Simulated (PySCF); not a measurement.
## Spin states of BAs

Unrestricted PBE0; basis B cc-pVDZ, As cc-pVDZ-PP with ECP10; scalar-relativistic core potentials; PySCF 2.14. Outer shells of the fragments: B 2s2 2p1; As 3d10 4s2 4p3.

Followed along the bond (rough minima from three points):

```
2Ms+1  unpaired  ⟨S²⟩ at the start  R at minimum (Å)  Te (eV)
    3  σ ↑, π ↑               2.01              1.86     0.00
    1  σ ↓, π ↑               1.05              1.86     0.14
    3      π ↑↑               2.01              2.09     0.79
    1      π ↑↓               1.01              2.09     1.11
    1      none               0.00  none in the scan   ≤ 0.91
```

Solutions found at the starting distance of 1.990 Å, counted from the lowest of them; the search is not exhaustive and high or unbound solutions are not listed, so other states can lie among these:

```
2Ms+1    unpaired   term  E (eV)  ⟨S²⟩  ⟨Lz²⟩  μ (D)
    3    σ ↑, π ↑     ³Π    0.00  2.01   1.01   0.11
    1    σ ↓, π ↑  mixed    0.13  1.05   1.00   0.05
    3        π ↑↑    ³Σ⁻    0.67  2.01   0.00   2.14
    1        π ↑↓  mixed    0.99  1.01   2.01   2.23
    1        none    ¹Σ⁺    1.22  0.00   0.00  -0.45
    5  σ ↑, π ↑↑↑     ⁵Π    1.85  6.00   1.00   1.04
```

A term symbol is given only where ⟨S²⟩ and ⟨Lz²⟩ are close to those of a pure state; real π, δ and φ orbitals otherwise mix terms. A positive dipole means B(−)As(+).

Spin–orbit coupling is left out.
